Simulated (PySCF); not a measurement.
## CdF: frontier orbitals

UHF at R = 1.994 Å; Cd def2-SVP with ECP28, F def2-SVP; scalar-relativistic core potentials (PySCF 2.14). State: ²Σ⁺ (doublet), unpaired electrons σ ↑. Only the outer orbitals are listed, counted within each symmetry, core potentials removing the inner ones.

```tsv
spin	orbital	occ.	ε (eV)	on Cd (%)	main shells (%)
α	6σ	1	-14.36	19	81 F p, 11 Cd s
α	3π	1	-13.73	4	96 F p
α	3π	1	-13.73	4	96 F p
α	7σ	1	-8.64	95	77 Cd s, 17 Cd p
α	4π	0	1.07	99	98 Cd p
α	4π	0	1.07	99	98 Cd p
α	8σ	0	3.33	102	87 Cd p, 12 Cd s
β	3π	1	-13.65	4	96 F p
β	3π	1	-13.65	4	96 F p
β	6σ	1	-13.26	18	81 F p, 10 Cd s
β	7σ	0	-0.35	96	84 Cd s, 11 Cd p
β	4π	0	2.05	99	99 Cd p
β	4π	0	2.05	99	99 Cd p
```

Task: Which are the highest filled and the lowest empty level, where do they sit, and how wide is the gap?

Result: Highest filled α 7σ at -8.64 eV (in %: 77 Cd s, 17 Cd p); lowest empty β 7σ at -0.35 eV (in %: 84 Cd s, 11 Cd p); the gap at UHF is 8.29 eV.

| Property | Result |
| --- | --- |
| bond order (Mayer) | 0.59 |
| ⟨S²⟩ | 0.754 |
| charge on Cd (Mulliken, basis-dependent) | 0.66 |
| charge on Cd (Löwdin, basis-dependent) | 0.51 |
| dipole moment (positive dipole means Cd(−)F(+)) | -3.94 D |
| polarisability along the bond | 30.4 bohr³ |
| polarisability across the bond | 40.0 bohr³ |

Shares are Mulliken populations and can fall outside 0 to 100 %.

Spin–orbit coupling is left out. The state is the lowest determinant that a PBE0 search found; another state may lie lower at other levels.
